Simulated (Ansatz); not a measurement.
Single points on [Cu(PH3)2]+ (CuP₂H₆⁺).

```yaml
crystal:
  periodic: [false, false, false]
  atoms:
    - {symbol: Cu, position_ang: [0.004269, 0.008952, 0.000060]}
    - {symbol: P, position_ang: [-0.000541, -0.013542, 2.236136]}
    - {symbol: H, position_ang: [0.832240, -0.972063, 2.885886]}
    - {symbol: H, position_ang: [-1.243225, -0.269192, 2.887943]}
    - {symbol: H, position_ang: [0.403225, 1.176874, 2.910159]}
    - {symbol: P, position_ang: [0.002002, 0.016596, -2.236116]}
    - {symbol: H, position_ang: [1.220660, 0.352923, -2.896560]}
    - {symbol: H, position_ang: [-0.899907, 0.906126, -2.891659]}
    - {symbol: H, position_ang: [-0.318713, -1.206674, -2.895848]}
basis:
  gaussian: {orbitals: def2-SVP, initial_orbitals: start.molden}
total_charge: 1
hamiltonian: {xc: pbe, dispersion: d4}
scf: {omitted_lower_state_checks: [starts]}
output: {orbitals: {seedname: orbitals}}
```

The file start.molden holds the orbitals of an earlier run on this structure, at another level or in another basis.

```sh
$ ansatz run in.yaml --threads 4 --pin off --events-out ev --progress --plain --max-ram 3916MiB
```

It prints (some lines left out):

```
Functional definition: PBE
  name "PBE"
  cite "Perdew, Burke & Ernzerhof, Phys. Rev. Lett. 77, 3865 (1996) doi:10.1103/PhysRevLett.77.3865"
  parent pbe
  parameter kappa = 0.804
  parameter beta = 0.06672455060314922
  exchange = pbe_x(kappa = kappa, mu = beta*pi^2/3)
  correlation = pbe_c(beta = beta)
these checks for a lower state are left out or cut short: starts
1146 factors; their error is unknown
mean field evaluation 1: about -63282.5512 eV, gradient 9.7e0 eV
mean field evaluation 2: about -63282.7799 eV, gradient 4.1e-1 eV
mean field evaluation 4: about -63282.7512 eV, gradient 1.3e-1 eV
mean field -63282.75125581 eV, -2325.5982140615 hartree, gradient 5.6e-5 eV, S^2 0.000000; 0 other end points of the search recorded, 0 dependent functions left out
reference -63282.75131398 eV, -2325.5982161993 hartree; 32, 32 occupied and 65, 65 virtual orbitals, 1146 factors
Total energy: -63282.91030711 eV, -2325.6040590889 hartree
Checks for a lower state left out: starts
```

Hardware: 4 threads of Arm Neoverse V1 on a shared host. Wall time 1.3 s.

As the first input, with `gaussian: {orbitals: STO-3G}`, `hamiltonian: {xc: hf}` (abridged; 0.6 s):

```
Functional definition: HF
mean field evaluation 16: about -62516.0167 eV, gradient 1.2e0 eV
mean field evaluation 32: about -62515.9967 eV, gradient 5.2e-2 eV
mean field -62515.99679561 eV, -2297.4205073742 hartree, gradient 5.0e-6 eV, S^2 0.000000
Total energy: -62515.99679561 eV, -2297.4205073742 hartree
Checks for a lower state left out: starts
```

First input, but with `gaussian: {orbitals: def2-TZVP, initial_orbitals: start.molden}`, `hamiltonian: {xc: {name: r2SCAN0}, dispersion: d4}` (abridged; 3.1 s):

```
Functional definition: r2SCAN0
mean field -63308.12133367 eV, -2326.5305472263 hartree, gradient 2.1e-5 eV, S^2 0.000000
Total energy: -63308.16704386 eV, -2326.5322270449 hartree
Checks for a lower state left out: starts
```

The first input with `gaussian: {orbitals: def2-TZVP, initial_orbitals: start.molden}`, `hamiltonian: {xc: {name: revPBE}, dispersion: d4}` (abridged; 1.2 s):

```
Functional definition: revPBE
mean field -63305.58613368 eV, -2326.4373803454 hartree, gradient 2.3e-5 eV, S^2 0.000000
Total energy: -63306.01622153 eV, -2326.4531857824 hartree
Checks for a lower state left out: starts
```

As the first input, with `gaussian: {orbitals: def2-TZVP, initial_orbitals: start.molden}`, `hamiltonian: {xc: {text: "exchange = 0.65*pbe_x + 0.35*exact_x\ncorrelation = pbe_c"}}` (abridged; 1.8 s):

```
Functional definition: unnamed
mean field -63298.59116756 eV, -2326.1803200817 hartree, gradient 4.5e-6 eV, S^2 0.000000
Total energy: -63298.59120127 eV, -2326.1803213204 hartree
Checks for a lower state left out: starts
```

The first input with `gaussian: {orbitals: def2-TZVP, initial_orbitals: start.molden}`, `hamiltonian: {xc: pbe}`, `correlation: {method: rpa, frozen_orbitals: {Cu: 9, H: 0, P: 5}}` and without the key `output` (abridged; 2.5 s):

```
Functional definition: PBE
mean field -63296.17509913 eV, -2326.0915312047 hartree, gradient 7.1e-7 eV, S^2 0.000000
19 core orbitals not correlated: weight in the atoms' cores, before any rotation towards them, 1.000 or more for the frozen orbitals, at most 0.000 for the correlated occupied ones
Total energy: -63261.09842442 eV, -2324.8024871850 hartree
Checks for a lower state left out: starts
```

First input, but with `hamiltonian: {xc: pbe0, dispersion: d4}` (abridged; 1.1 s):

```
Functional definition: PBE0
mean field -63284.77015836 eV, -2325.6724073618 hartree, gradient 2.8e-5 eV, S^2 0.000000
Total energy: -63284.90585568 eV, -2325.6773941463 hartree
Checks for a lower state left out: starts
```

Geometry: PBE-D4/def2-SVP.

Correlated methods freeze 19 core orbitals.
